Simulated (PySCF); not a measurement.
Cd(I)(OMe) (CH₃CdIO), SMILES C[O][Cd][I].

Geometry: r2SCAN-D4/def2-SVP. The structure was generated by enumeration; whether it is a known compound was not checked. The def2 effective core potentials stand for the cores of Cd, I; spin–orbit coupling is left out. Other conformers were not sampled.

All values below come from IEF-PCM-ωB97X/def2-SVP (PySCF 2.14.0).

The values are the electrostatic part of the solvation free energy, E(continuum) − E(gas) at the gas-phase geometry, in a cavity of scaled van der Waals radii (PySCF's table); cavitation and dispersion terms are not included. A continuum can't describe solvent molecules that bind to the metal. In vacuum the orbital gap is 9.61 eV. The dipole moment in vacuum is 1.29 D.

```
solvent              ε  ΔG(elec) (kcal/mol)  dipole (D)    gap (eV)
---------------  -----  -------------------  ----------  ----------
water            78.36                -15.4        1.98       10.16
tetrahydrofuran   7.43           (withheld)  (withheld)  (withheld)
chloroform        4.71                -10.5        1.72        9.99
```

Problem. Complete the blanks. (An estimate is asked for; the answer gives what the named calculation found.)

Solution. 
- tetrahydrofuran, ΔG(elec) (kcal/mol): -12.2
- tetrahydrofuran, dipole (D): 1.81
- tetrahydrofuran, gap (eV): 10.05
